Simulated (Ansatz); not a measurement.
Geometry optimisation, Ansatz, RKS PBE-D4/def2-SVP.

Input:

```yaml
crystal:
  periodic: [false, false, false]
  atoms:
    - { symbol: B, position_ang: [-0.000884, 0.281328, 0.083919] }
    - { symbol: Cl, position_ang: [-0.006609, 0.625595, 1.873578] }
    - { symbol: Cl, position_ang: [1.521909, 0.214328, -0.773453] }
    - { symbol: Cl, position_ang: [-1.522898, 0.15144, -0.766078] }
    - { symbol: H, position_ang: [0.099307, -2.07158, 0.540138] }
    - { symbol: H, position_ang: [0.026975, -1.871711, 1.228197] }
basis:
  gaussian: { orbitals: def2-SVP }
hamiltonian:
  xc: pbe
  dispersion: d4
relax:
  f_tol: 0.03
  max_steps: 50
```

Run as:

```bash
$ ansatz run input.yaml --threads 1 --pin off --max-ram 2048MiB --backend cpu --events-out ev --progress --plain --runs-dir out
```

Where does it end, and by what steps?

It converged. The force dipped under the threshold on the way, but the program's further checks kept it going. After 10 steps the energy has fallen by 0.224 eV; H5 moved furthest, 0.58 Å.

```json
{"step": "0", "energy less start (eV)": "0.0000", "largest force component (eV/Å)": "1.773", "accepted": "yes"}
{"step": "1", "energy less start (eV)": "-0.1411", "largest force component (eV/Å)": "0.850", "accepted": "yes"}
{"step": "2", "energy less start (eV)": "-0.1320", "largest force component (eV/Å)": "0.912", "accepted": "no"}
{"step": "3", "energy less start (eV)": "-0.1501", "largest force component (eV/Å)": "0.882", "accepted": "yes"}
{"step": "4", "energy less start (eV)": "-0.2000", "largest force component (eV/Å)": "0.587", "accepted": "yes"}
{"step": "5", "energy less start (eV)": "-0.2081", "largest force component (eV/Å)": "0.290", "accepted": "yes"}
{"step": "6", "energy less start (eV)": "-0.2217", "largest force component (eV/Å)": "0.021", "accepted": "yes"}
{"step": "7", "energy less start (eV)": "-0.2166", "largest force component (eV/Å)": "0.583", "accepted": "no"}
{"step": "8", "energy less start (eV)": "-0.2226", "largest force component (eV/Å)": "0.138", "accepted": "yes"}
{"step": "9", "energy less start (eV)": "-0.2231", "largest force component (eV/Å)": "0.113", "accepted": "yes"}
{"step": "10", "energy less start (eV)": "-0.2241", "largest force component (eV/Å)": "0.004", "accepted": "yes"}
```

```xyz
6
Properties=species:S:1:pos:R:3
B -0.011 0.570 0.053
Cl -0.017 0.927 1.770
Cl 1.510 0.425 -0.805
Cl -1.525 0.367 -0.805
H 0.106 -2.640 0.638
H 0.054 -2.320 1.335
```

Run time: 23 s on 1 thread of Arm Neoverse V1, on a shared host, peak memory 0.14 GiB.
